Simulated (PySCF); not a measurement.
BeHIS, SMILES [Be]([I])[SH]. Atoms are numbered in the order given.

```xyz
4

Be    -0.0231    -1.1179     0.0000
I      0.0013     1.0536     0.0000
S     -0.0778    -3.0163     0.0000
H      1.2661    -3.1075     0.0000
```

Coordinates come from a B3LYP-D3(BJ)/def2-TZVP optimisation. The def2 effective core potentials stand for the cores of I; spin–orbit coupling is left out. One conformer was computed; it need not be the lowest.

Method: PBE0/def2-TZVPD in PySCF.

The molecule is in vacuum.

Computed frontier levels, gap, dipole moment and polarisability:
- highest occupied level = -7.76 eV
- lowest empty level = -1.07 eV
- orbital gap = 6.69 eV
- dipole moment = 0.70 D
- quadrupole, principal values (traceless, Buckingham form, about the centre of nuclear charge) = -4.75, -1.38, 6.13 D·Å
- mean static polarisability = 72.8 bohr³ (10.79 Å³)
- polarisability, principal values = 60.6, 60.6, 97.1 bohr³
